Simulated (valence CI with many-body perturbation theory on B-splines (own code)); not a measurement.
Ru XXII: M1 decay

Method: configuration interaction combined with many-body perturbation theory (CI+MBPT): five valence electrons over a frozen Dirac-Fock core [Ar], radial functions for each j: 7 s, 7 p, 8 d, 6 f, 4 g, 1 h, with the one-electron correlation potential Σ1 (screened to all orders), the two-electron term Σ2, the three-electron term Σ3, Breit, model QED; selected single and double excitations, second order for the rest (own B-spline code, finite nucleus).

No measured levels were compared; by estimate terms of the open shell hold to 2 to 4 % of their energy, and close levels can change places. Core correlation moves these levels by up to 13000 cm⁻¹, and in measured spectra 5 to 20 % of such shifts remained as error; rates that hang on mixing are uncertain with them. Only levels of the ground parity were solved; by the run's estimate the other parity begins above the list, which can be wrong where configurations are misplaced.

Lines 51 to 100 of 120 in falling wavelength, among levels below 403630 cm⁻¹, chosen from the decays that carry over 1 % of a level's rate. Wavelengths and rates use the calculated energies, so an error of 3000 cm⁻¹ moves a line at 193.4 nm by 5.8 % and its rate by three times that or more. Weak lines are less certain than strong ones. Lines between different terms over intervals too small for the method are left out, as are lines whose strength nearly cancels. Branching is blank where the lifetime is uncertain.

Names give the largest LS component (configuration and term), which can be under half, so a name can repeat, a term be missing and a line seem to break the LS rules; names also repeat where a configuration has a term twice. Letters in brackets count levels of one name in rising energy.

| λ vac (nm) | Upper | Lower | Type | A (s⁻¹) | Branch % |
| --- | --- | --- | --- | --- | --- |
| 193.4 | 3d5 2H_11/2 | 3d5 2G_9/2 [a] | M1 | 2.55e+02 |  |
| 185.8 | 3d5 2F_7/2 [c] | 3d5 2F_5/2 [a] | M1 | 6.86e+01 | 3.5 |
| 185.0 | 3d5 4F_3/2 | 3d5 4D_3/2 | M1 | 5.94e+02 | 28.4 |
| 184.5 | 3d5 2F_7/2 [a] | 3d5 4G_9/2 | M1 | 4.32e+02 | 83.1 |
| 181.4 | 3d5 4D_5/2 | 3d5 4G_5/2 [a] | M1 | 2.09e+02 | 10.8 |
| 179.8 | 3d5 2F_7/2 [a] | 3d5 4G_5/2 [b] | M1 | 5.44e+00 | 1.0 |
| 178.6 | 3d5 2F_7/2 [c] | 3d5 2G_9/2 [a] | M1 | 5.83e+02 | 29.9 |
| 178.3 | 3d5 4F_5/2 | 3d5 4D_7/2 | M1 | 1.06e+02 | 4.7 |
| 174.5 | 3d5 2H_11/2 | 3d5 2I_13/2 | M1 | 5.68e+02 |  |
| 172.5 | 3d5 2I_13/2 | 3d5 4G_11/2 | M1 | 7.14e+01 | 83.5 |
| 172.2 | 3d5 4F_3/2 | 3d5 4D_1/2 | M1 | 3.50e+02 | 16.8 |
| 170.1 | 3d5 2G_7/2 [a] | 3d5 4D_5/2 | M1 | 2.24e+01 | 1.2 |
| 167.6 | 3d5 2D_3/2 [a] | 3d5 4P_3/2 | M1 | 1.25e+03 | 47.9 |
| 166.5 | 3d5 2F_5/2 [b] | 3d5 4D_3/2 | M1 | 1.61e+02 | 5.6 |
| 164.9 | 3d5 2F_7/2 [a] | 3d5 4G_7/2 | M1 | 5.64e+00 | 1.1 |
| 163.8 | 3d5 2F_7/2 [c] | 3d5 2F_7/2 [a] | M1 | 3.70e+02 | 19.0 |
| 163.6 | 3d5 2H_9/2 | 3d5 4D_7/2 | M1 | 1.43e+02 | 4.8 |
| 159.1 | 3d5 2F_5/2 [a] | 3d5 4G_5/2 [b] | M1 | 3.71e+03 | 65.9 |
| 157.3 | 3d5 2G_9/2 [a] | 3d5 4G_11/2 | M1 | 3.22e+02 | 43.7 |
| 157.3 | 3d5 2F_5/2 [a] | 3d5 4P_3/2 | M1 | 1.89e+02 | 3.4 |
| 155.5 | 3d5 4F_3/2 | 3d5 4D_5/2 | M1 | 4.71e+02 | 22.6 |
| 152.9 | 3d5 4D_3/2 | 3d5 4G_5/2 [a] | M1 | 1.61e+02 | 7.3 |
| 152.2 | 3d5 2G_9/2 [a] | 3d5 4G_7/2 | M1 | 2.69e+02 | 36.5 |
| 149.4 | 3d5 2F_7/2 [b] | 3d5 4D_5/2 | M1 | 3.30e+02 | 10.4 |
| 147.4 | 3d5 2F_5/2 [a] | 3d5 4G_7/2 | M1 | 5.64e+02 | 10.0 |
| 147.1 | 3d5 2G_7/2 [a] | 3d5 4D_7/2 | M1 | 4.69e+02 | 26.1 |
| 145.6 | 3d5 2H_11/2 | 3d5 2I_11/2 | M1 | 1.98e+03 |  |
| 142.2 | 3d5 2F_5/2 [b] | 3d5 4D_5/2 | M1 | 1.41e+02 | 4.9 |
| 133.1 | 3d5 2G_9/2 [b] | 3d5 2I_11/2 | M1 | 4.39e+02 | 23.7 |
| 131.3 | 3d5 2F_7/2 [b] | 3d5 4D_7/2 | M1 | 1.03e+03 | 32.5 |
| 128.4 | 3d5 2F_7/2 [a] | 3d5 4G_5/2 [a] | M1 | 5.82e+01 | 11.2 |
| 125.7 | 3d5 2F_5/2 [b] | 3d5 4D_7/2 | M1 | 4.87e+02 | 17.1 |
| 125.4 | 3d5 4F_5/2 | 3d5 4G_5/2 [b] | M1 | 2.16e+02 | 9.7 |
| 123.1 | 3d5 2D_3/2 [a] | 3d5 4G_5/2 [a] | M1 | 1.02e+03 | 39.3 |
| 120.0 | 3d5 2H_9/2 | 3d5 4G_9/2 | M1 | 1.39e+03 | 46.9 |
| 119.3 | 3d5 2F_7/2 [c] | 3d5 4D_5/2 | M1 | 6.79e+01 | 3.5 |
| 118.0 | 3d5 4F_5/2 | 3d5 4G_7/2 | M1 | 4.97e+02 | 22.2 |
| 117.5 | 3d5 2F_5/2 [a] | 3d5 4G_5/2 [a] | M1 | 2.01e+02 | 3.6 |
| 115.7 | 3d5 4G_5/2 [a] | 3d5 6S_5/2 | M1 | 1.50e+03 | 100.0 |
| 114.1 | 3d5 2H_9/2 | 3d5 4G_11/2 | M1 | 5.44e+02 | 18.3 |
| 111.4 | 3d5 2H_9/2 | 3d5 4G_7/2 | M1 | 5.68e+02 | 19.1 |
| 110.8 | 3d5 2G_7/2 [a] | 3d5 4G_9/2 | M1 | 8.43e+02 | 46.8 |
| 109.1 | 3d5 2G_7/2 [a] | 3d5 4G_5/2 [b] | M1 | 3.64e+01 | 2.0 |
| 107.5 | 3d5 2F_7/2 [c] | 3d5 4D_7/2 | M1 | 8.48e+01 | 4.3 |
| 105.0 | 3d5 2G_9/2 [b] | 3d5 4D_7/2 | M1 | 5.80e+02 | 31.3 |
| 103.5 | 3d5 2G_7/2 [a] | 3d5 4G_7/2 | M1 | 3.32e+01 | 1.8 |
| 102.9 | 3d5 4F_3/2 | 3d5 4G_5/2 [b] | M1 | 8.18e+01 | 3.9 |
| 102.2 | 3d5 4F_3/2 | 3d5 4P_3/2 | M1 | 7.23e+01 | 3.5 |
| 101.6 | 3d5 2F_7/2 [b] | 3d5 4G_9/2 | M1 | 9.55e+02 | 30.1 |
| 96.91 | 3d5 2F_5/2 [b] | 3d5 4G_5/2 [b] | M1 | 3.39e+02 | 11.9 |
